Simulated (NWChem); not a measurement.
Program: NWChem. System: Br$_{2}$, charge 0, spin multiplicity 3, at the geometry of a parent with another charge or spin, in a state set for the comparison that need not be this species' ground state. Its SCF solution wasn't tested for a lower state. Level: UPBE/def2-TZVP.

Job file:

```
start mol
memory heap 200 mb stack 900 mb global 1100 mb
geometry units angstroms nocenter noautoz
  Br     0.000000     0.000000     1.149171
  Br     0.000000     0.000000    -1.149171
  symmetry group D2h
end
basis spherical
  * library def2-tzvp
end
dft
  xc xpbe96 cpbe96
  odft
  mult 3
  semidirect memsize 60000000 filesize 0
  iterations 100
end
task dft energy
```

Part of the output:

```
             Northwest Computational Chemistry Package (NWChem) 7.3.0
             --------------------------------------------------------

                                NWChem Input Module
                                -------------------

 Scaling coordinates for geometry "geometry" by  1.889725989
 (inverse scale =  0.529177249)

 Turning off AUTOSYM since
 SYMMETRY directive was detected!

                             Geometry "geometry" -> ""
                             -------------------------

 Output coordinates in angstroms (scale by  1.889725989 to convert to a.u.)

  No.       Tag          Charge          X              Y              Z
 ---- ---------------- ---------- -------------- -------------- --------------
    1 Br                  35.0000     0.00000000     0.00000000     1.14917100
    2 Br                  35.0000     0.00000000     0.00000000    -1.14917100

 Effective nuclear repulsion energy (a.u.)     282.0477239787

            Nuclear Dipole moment (a.u.)
            ----------------------------
        X                 Y               Z
 ---------------- ---------------- ----------------
     0.0000000000     0.0000000000     0.0000000000

      Symmetry information
      --------------------

 Group name             D2h
 Group number             26
 Group order               8
 No. of unique centers     1

      Symmetry unique atoms

     1


 Summary of "ao basis" -> "" (spherical)
 ------------------------------------------------------------------------------
       Tag                 Description            Shells   Functions and Types
 ---------------- ------------------------------  ------  ---------------------
 *                         def2-tzvp                  on all atoms

  pbe96 is a nonlocal functional; adding pw91lda local functional.

                                 NWChem DFT Module
                                 -----------------

 Summary of "ao basis" -> "ao basis" (spherical)
 ------------------------------------------------------------------------------
       Tag                 Description            Shells   Functions and Types
[...]
   alpha - beta orbital overlaps
   -----------------------------

   alpha      1      2      3      4      5      6      7      8      9     10
    beta      1      2      3      4      5      6      7      8      9     10
 overlap   1.000  1.000  1.000  1.000  1.000  1.000  1.000  1.000  1.000  1.000

   alpha     11     12     13     14     15     16     17     18     19     20
    beta     11     12     13     14     15     16     17     18     19     20
 overlap   1.000  1.000  1.000  1.000  1.000  1.000  1.000  1.000  1.000  1.000

   alpha     21     22     23     24     25     26     27     28     29     30
    beta     21     22     24     25     23     26     27     28     29     30
 overlap   1.000  1.000  1.000  1.000  1.000  1.000  1.000  1.000  1.000  1.000

   alpha     31     32     33     34     35     36     37     38     39     40
    beta     31     32     33     35     34     36     37     38     39     40
 overlap   1.000  1.000  1.000  1.000  1.000  1.000  0.992  0.999  0.998  1.000

   alpha     41     42     43     44     45     46     47     48     49     50
    beta     41     43     44     42     46     45     48     47     49     50
 overlap   0.998  1.000  0.991  1.000  0.999  1.000  0.993  1.000  0.997  0.994

   alpha     51     52     53     54     55     56     57     58     59     60
    beta     52     51     53     54     55     56     57     58     59     61
 overlap   0.999  1.000  0.999  1.000  0.999  0.999  1.000  1.000  0.999  0.967

   alpha     61     62     63     64     65     66     67     68     69     70
    beta     60     63     62     64     65     67     68     66     70     69
 overlap   1.000  1.000  0.968  1.000  0.998  1.000  0.999  0.999  0.996  0.997

   alpha     71     72     73     74     75     76     77     78     79     80
    beta     72     71     73     74     77     76     75     79     80     78
 overlap   0.998  0.999  0.996  0.999  0.880  0.999  0.999  1.000  0.880  0.999

   alpha     81     82     83     84     85     86     87     88     89     90
    beta     81     82     83     84     85     87     86     88     89     91
 overlap   0.999  1.000  1.000  1.000  1.000  0.972  1.000  1.000  0.972  1.000

   alpha     91     92     93     94     95     96
    beta     90     92     93     94     95     96
 overlap   1.000  1.000  1.000  1.000  1.000  1.000

     --------------------------
     Expectation value of S2:
     --------------------------
      <S2> =      2.0024 (Exact =     2.0000)

 center of mass
 --------------
 x =   0.00000000 y =   0.00000000 z =   0.00000000

 moments of inertia (a.u.)
 ------------------
         753.760609686720           0.000000000000           0.000000000000
           0.000000000000         753.760609686720           0.000000000000
           0.000000000000           0.000000000000           0.000000000000

     Multipole analysis of the density
     ---------------------------------

     L   x y z        total         alpha         beta         nuclear
     -   - - -        -----         -----         ----         -------
     0   0 0 0     -0.000000    -36.000000    -34.000000     70.000000

     1   1 0 0     -0.000000     -0.000000     -0.000000      0.000000
     1   0 1 0     -0.000000     -0.000000     -0.000000      0.000000
     1   0 0 1     -0.000000     -0.000000     -0.000000      0.000000

     2   2 0 0    -25.871610    -14.912816    -10.958794      0.000000
     2   1 1 0     -0.000000     -0.000000      0.000000      0.000000
     2   1 0 1     -0.000000      0.000000     -0.000000      0.000000
     2   0 2 0    -27.728363    -14.737245    -12.991117      0.000000
     2   0 1 1     -0.000000      0.000000     -0.000000      0.000000
     2   0 0 2    -27.182858   -187.287717   -170.009965    330.114824

 Task  times  cpu:        2.5s     wall:        2.5s

 Total times  cpu:        2.5s     wall:        2.5s
```
